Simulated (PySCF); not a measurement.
# Sulfur: a sound run and one with changed settings

Sound run: S²⁺ [Ne] 3s2 3p2, S³⁺ [Ne] 3s2 3p1. Calculation: PySCF 2.14, in x2c-TZVPall (5s5p2d1f, 37 functions); scalar relativity by spin-free X2C-1e. The sound run starts from symmetry-adapted Hartree-Fock orbitals and uses a fine grid where one is needed.

A second run was set up differently.

```json
{"species": "S²⁺", "method": "UHF", "sound run (hartree)": "-397.41108", "changed run (hartree)": "-397.41108", "converged": "yes"}
{"species": "S²⁺", "method": "M06-2X", "sound run (hartree)": "-397.96005", "changed run (hartree)": "-398.17229", "converged": "yes"}
{"species": "S²⁺", "method": "LDA", "sound run (hartree)": "-396.55619", "changed run (hartree)": "-396.51392", "converged": "yes"}
{"species": "S³⁺", "method": "UHF", "sound run (hartree)": "-396.15648", "changed run (hartree)": "-396.15648", "converged": "yes"}
{"species": "S³⁺", "method": "M06-2X", "sound run (hartree)": "-396.68656", "changed run (hartree)": "-396.89175", "converged": "yes"}
{"species": "S³⁺", "method": "LDA", "sound run (hartree)": "-395.27489", "changed run (hartree)": "-395.25402", "converged": "yes"}
```

Ionisation energy of S²⁺:

```json
{"method": "UHF", "sound run (eV)": "34.139", "changed run (eV)": "34.139"}
{"method": "M06-2X", "sound run (eV)": "34.653", "changed run (eV)": "34.845"}
{"method": "LDA", "sound run (eV)": "34.866", "changed run (eV)": "34.284"}
```

**Question.** What was changed?
A. too few SCF iterations
B. a valence shell is frozen
C. all electrons correlated in a valence basis
D. radial grid too coarse

**Answer.** D. It used radial step 0.8 in ln r (0.13 in the sound run). A coarse radial grid mis-integrates the density and the exchange-correlation energy, with errors of either sign; Hartree-Fock needs no grid.
